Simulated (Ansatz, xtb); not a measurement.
# Isomers of CH10AlNSi2 in order of energy

6 gas-phase structures of CH10AlNSi2, from a drawn sample of its isomers (lower ones may exist). Each was relaxed with GFN2-xTB; where two conformers were screened, the lower at r2SCAN-D4/def2-SVP is listed:

A. `[SiH3][CH2][AlH][NH][SiH3]`, a singlet
B. a singlet given by its coordinates
C. `[AlH2][CH2]N([SiH3])[SiH3]`, a singlet
D. `C[SiH2][N]([AlH2])[SiH3]`, a singlet
E. `[CH3][AlH][N]([SiH3])[SiH3]`, a singlet
F. a singlet given by its coordinates

F (Å):

```yaml
atoms:
  - { symbol: C, position_ang: [1.0951, -1.0533, 0.1559] }
  - { symbol: Al, position_ang: [-0.1799, 1.1098, -1.0939] }
  - { symbol: N, position_ang: [-1.4660, -0.0798, -0.5976] }
  - { symbol: Si, position_ang: [-0.7609, -1.4594, 0.1976] }
  - { symbol: Si, position_ang: [-3.1970, -0.0088, -0.8023] }
  - { symbol: H, position_ang: [1.7119, -1.7983, 0.6473] }
  - { symbol: H, position_ang: [1.4368, -0.9637, -0.8778] }
  - { symbol: H, position_ang: [1.2773, -0.0922, 0.6449] }
  - { symbol: H, position_ang: [-1.0324, -2.7084, -0.5256] }
  - { symbol: H, position_ang: [-1.2291, -1.5924, 1.5832] }
  - { symbol: H, position_ang: [0.4362, 1.0557, -2.5100] }
  - { symbol: H, position_ang: [0.1589, 2.3173, -0.1906] }
  - { symbol: H, position_ang: [-3.6404, -1.1663, -1.5840] }
  - { symbol: H, position_ang: [-3.4595, 1.2523, -1.5050] }
  - { symbol: H, position_ang: [-3.8434, -0.0402, 0.5125] }
```

Close contacts (Å): C1–Si4 1.90, Al2–N3 1.82, Al2–Si4 2.93, N3–Si4 1.74, N3–Si5 1.74, C1–H6 1.08, C1–H7 1.09, C1–H8 1.09, Al2–H11 1.55, Al2–H12 1.55, Si4–H9 1.47, Si4–H10 1.47, Si5–H13 1.47, Si5–H14 1.47, Si5–H15 1.47.

B (Å):

```xyz
15

C    -1.1256    1.2107   -0.0201
Al    0.1005    2.4804    0.9471
N    -0.7188    1.1820   -1.4464
Si    0.9590    1.3154   -1.7631
Si   -1.9671    0.6747   -2.5483
H     1.1487    1.9207    1.9492
H    -0.1365    4.0150    0.9352
H    -2.2034    1.4395    0.0118
H    -1.0569    0.1781    0.3793
H     1.1313    1.7447   -3.1436
H     1.7326    0.1010   -1.4720
H     1.3997    2.3809   -0.7762
H    -2.4128   -0.6815   -2.1987
H    -1.3883    0.7103   -3.8872
H    -3.0864    1.6102   -2.3940
```

Close contacts (Å): C1–Al2 2.01, C1–N3 1.48, N3–Si4 1.71, N3–Si5 1.74, C1–H8 1.10, C1–H9 1.11, Al2–H6 1.55, Al2–H7 1.55, Al2–H12 2.16, Si4–H10 1.46, Si4–H11 1.47, Si4–H12 1.52, Si5–H13 1.47, Si5–H14 1.46, Si5–H15 1.47.

Problem. Estimate their order in r2SCAN-D4/def2-SVP energy at these geometries, lowest first.

Solution. Calculated order at r2SCAN-D4/def2-SVP: E (0.0), D (0.2), F (1.2), A (4.7), B (41.6), C (43.4) kcal/mol. Less than 1 kcal/mol parts E and D; D and F, so the order within those pairs means little.

Energies above the lowest of each column, in kcal/mol; the last columns are at PBE0-D3(BJ)/def2-SVP geometries and were run for some of them only (a dash: not run or not comparable):

```tsv
structure	GFN2-xTB	HF/STO-3G	r2SCAN-D4/def2-SVP	PBE0-D3(BJ)/def2-SVP	CCSD(T)/def2-SVP + ΔMP2/def2-TZVPP
E	8.5	0.0	0.0	0.4	0.4
D	2.4	2.6	0.2	0.0	0.0
F	0.0	5.5	1.2	–	–
A	26.0	3.3	4.7	8.4	10.9
B	24.9	38.9	41.6	–	–
C	25.1	45.0	43.4	–	–
```

CCSD(T)/def2-SVP + ΔMP2/def2-TZVPP puts D lowest of those it was run on, with E within 1 kcal/mol; GFN2-xTB picks F. CCSD(T)/def2-SVP + ΔMP2/def2-TZVPP orders those it was run on as D (0.0), E (0.4), A (10.9) kcal/mol. Less than 1 kcal/mol parts D and E, so the order within that pair means little. Flexible structures stand in one conformer each, not always the lowest. Frequencies (GFN2-xTB) were run for A, D, E alone. ΔMP2 is the change of the MP2 energy from the smaller to the larger basis.

Over these structures GFN2-xTB departs from r2SCAN-D4/def2-SVP by 11.3 kcal/mol on average once a common shift is removed. A GFN2-xTB relaxation took about 0.26 s and the r2SCAN-D4/def2-SVP energy about 2 s on a shared host (Ansatz 0.2.0, xtb 6.7.1).
